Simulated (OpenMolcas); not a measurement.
**Cu4+, Ag4+, Au4+: d7 down the group**

* Program: OpenMolcas
* Method: SS-CASPT2, IPEA 0.25 Eh, imaginary shift 0.1 Eh
* Basis: ANO-R2
* Scalar Hamiltonian: X2C, finite nucleus
* Spin-orbit coupling: RASSI with atomic mean-field integrals over the reference wave functions, term energies averaged over their components

Active space for each ion: 7 electrons in 5 orbitals (d); closed shells correlated by CASPT2: Cu4+ 3s 3p; Ag4+ 4s 4p; Au4+ 5s 5p.

Computed levels in cm-1 above 4F 9/2:

| Level | Cu4+ | Ag4+ | Au4+ |
| --- | --- | --- | --- |
| 4F 7/2 | 1554 | 3510 | 11880 |
| 4P 5/2 | 20810 | 15070 | 20180 |
| 4P 1/2 | 22040 | 17380 | 24340 |
| 2G 9/2 | 22320 | 17110 | 21790 |
| 2G 7/2 | 23830 | 20540 | 29960 |
| 2H 11/2 | 29860 | 22810 | 28660 |
| 2D 5/2(1) | 30970 | 24680 | 34920 |
| 2P 1/2 | 31100 | 25820 | 40480 |
| 2H 9/2 | 31240 | 26450 | 41380 |
| weight of 4F in the lowest level (%) | 100 | 97 | 82 |

Mixed levels, with the weight of the term that names them: Au4+ 4P 5/2 (72 %), Au4+ 4P 1/2 (69 %), Au4+ 2G 9/2 (55 %), Au4+ 2D 5/2(1) (66 %), Au4+ 2P 1/2 (69 %), Au4+ 2H 9/2 (70 %).

Measured, with the error of the calculation in %. Measured levels: Cu4+ from Sugar and Musgrove, J. Phys. Chem. Ref. Data 19, 527 (1990); Ag4+ from the list in Gamrath, thesis, University of Mons (2023).

```csv
Level,Cu4+,Ag4+
4F 7/2,1616 (-3.8),3690 (-5.0)
4P 5/2,20827 (-0.1),14899 (+1.2)
4P 1/2,21935 (+0.5),17067 (+1.8)
2G 9/2,22575 (-1.1),16875 (+1.4)
2G 7/2,24100 (-1.1),20442 (+0.5)
2H 11/2,30402 (-1.8),22532 (+1.2)
2D 5/2(1),30966 (0),24361 (+1.3)
2P 1/2,28367 (+9.6),24599 (+5.0)
2H 9/2,31823 (-1.8),26368 (+0.3)
```

The fine-structure level 4F 7/2 changes by a factor of 7.64 from Cu4+ to Au4+.

Without spin-orbit coupling 4P lies 19800, 12840, 11140 cm-1 above 4F in that order; the difference to the level 4P 5/2, of either sign, comes from spin-orbit coupling, which also lowers the zero.

CASPT2 does not keep the components of a term degenerate, so their means are used; among the terms shown or strongly mixed into the levels shown the widest spread is 770 cm-1 (4d7 2H, Ag4+). The CASPT2 spread within a term exceeds the gap to the next term for 3d7 2P and 3d7 2H, so the order of their levels is uncertain (figures for Cu4+; the like holds for Ag4+, Au4+). Measured partners are found by configuration, term and J. A level has none where our copy of the source lacks it or the pairing is in doubt (some pairs that miss far off the trend of their configuration count as doubtful), and it then counts in no deviation. Only configurations of the active space appear.

A number in round brackets counts repeated terms of one configuration in the order of the reference energies.
